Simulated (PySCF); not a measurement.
Mean harmonic wavenumber (cm⁻¹) of eight silicon and germanium compounds: PBE-D3(BJ) beside PBE0-D3(BJ), computed with PySCF for isolated molecules in the bases named; differences from unrounded values. The eight are the first of their class met in an unordered collection, after screening for sound electronic states; none was chosen by its value. Each level has its own optimised geometry.

```csv
molecule,basis,PBE0-D3(BJ),PBE-D3(BJ),difference
"CH5ClFNSi, SMILES Cl[Si@@H](F)CN",def2-SVP,1257,1215,-42
"C3H7ClSi, SMILES Cl[SiH2]C1CC1",def2-SVP,1331,1286,-45
"CH₆ClFSi₂, SMILES F[Si@H](Cl)C[SiH3]",def2-SVP,1073,?,?
"CH8N2Si2, SMILES N[Si@H]1NC[SiH2]1",def2-SVP,1279,1235,-44
"C3H8Si2, SMILES C([Si@H]([SiH3])C)#C",def2-SVP,1194,?,?
"CH12N2Si3, SMILES N[SiH](N)C[SiH2][SiH3]",def2-SVP,1194,1157,-37
"C₄H₁₀OSi, SMILES [C@@H](C=C)([SiH3])CO",def2-SVP,1348,?,?
"Si(CCH)2(Cl)2 (C₄H₂Cl₂Si), SMILES C#C[Si](Cl)(Cl)C#C",def2-SVP,897,864,-33
```

Problem. Some entries are withheld; supply them. (The exact figures need the calculation; the answer reports its results.)

Solution. 
- C3H8Si2, SMILES C([Si@H]([SiH3])C)#C, PBE-D3(BJ): 1156
- C3H8Si2, SMILES C([Si@H]([SiH3])C)#C, difference: -39
- CH₆ClFSi₂, SMILES F[Si@H](Cl)C[SiH3], PBE-D3(BJ): 1038
- CH₆ClFSi₂, SMILES F[Si@H](Cl)C[SiH3], difference: -34
- C₄H₁₀OSi, SMILES [C@@H](C=C)([SiH3])CO, PBE-D3(BJ): 1302
- C₄H₁₀OSi, SMILES [C@@H](C=C)([SiH3])CO, difference: -46

PBE-D3(BJ) lies below PBE0-D3(BJ) in 8 and above it in 0 of the eight; the mean signed difference is -40 and the largest -46 cm⁻¹.
